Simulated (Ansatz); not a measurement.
Ideal-gas functions of GaH₅OSeSi (`[OH][GaH][SiH2][SeH]`) at 298.15 K and 1 bar, from an Ansatz frequency run at PBE0-D4/def2-TZVP.

Molar mass 197.81 g/mol, point group C1 (symmetry number 1), electronic degeneracy 1, moments of inertia 88.053, 716.46, 746.039 u Å². Harmonic wavenumbers (cm⁻¹, unscaled): 25, 60, 120, 168, 321, 367, 396, 426, 488, 555, 615, 689, 709, 778, 837, 924, 1945, 2200, 2236, 2436, 3897.

Use S(trans) = R[1.5 ln M + 2.5 ln T − 1.1517]; rotational temperatures θ = 24.2544 K / I; S(rot) = R[ln(√π/σ · √(T³/θAθBθC)) + 1.5]; for each mode x = 1.438777 ν̃/T, S = R[x/(eˣ − 1) − ln(1 − e⁻ˣ)] and H = RT x/(eˣ − 1); 1 cm⁻¹ = 0.0119627 kJ/mol; R = 8.31446 J/(mol·K).

Problem. By hand: the entropy, in J/(mol·K).

Solution. Translation 174.8. Rotation: θ = 0.2755, 0.0339, 0.0325 K, giving 122.0. Vibration, mode by mode: 25.90, 18.65, 12.97, 10.28, 5.46, 4.57, 4.09, 3.65, 2.88, 2.23, 1.78, 1.34, 1.24, 0.95, 0.75, 0.53, 0.01, 0.00, 0.00, 0.00, 0.00, in all 97.3. Electronic 0.0. Sum 394.1 J/(mol·K).

Problem. By hand: H − E and G − E in kJ/mol, counted from the electronic energy.

Solution. Zero-point energy ½ × 20192 × 0.0119627 = 120.8; thermal vibration 14.0; translation, rotation and pV give 4 RT = 9.9. H − E = 144.7 kJ/mol, and G − E = 144.7 − 298.15 × 394.1/1000 = 27.2 kJ/mol.

Vibration gives 25 % of the entropy, 57.5 J/(mol·K) of it from the modes under 150 cm⁻¹: soft modes count most, and the harmonic formula is weakest for them. The sum counts one conformer and one mirror image; others add a mixing term.
